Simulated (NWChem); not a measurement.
Species: HfH4; SMILES [HfH4]

Program: NWChem. Structure relaxed at the PBE-D3(BJ)/def2-SVP level. def2 effective core potentials on Hf; no spin-orbit coupling. Field at 589 nm.

| level | isotropic polarisability (bohr³) | anisotropy (bohr³) |
|---|---|---|
| B3LYP/def2-SVP | 49.4 | 0.0 |
| B3LYP/def2-SVPD | 53.9 | 0.0 |
| B3LYP/def2-TZVPD | 53.7 | 0.0 |
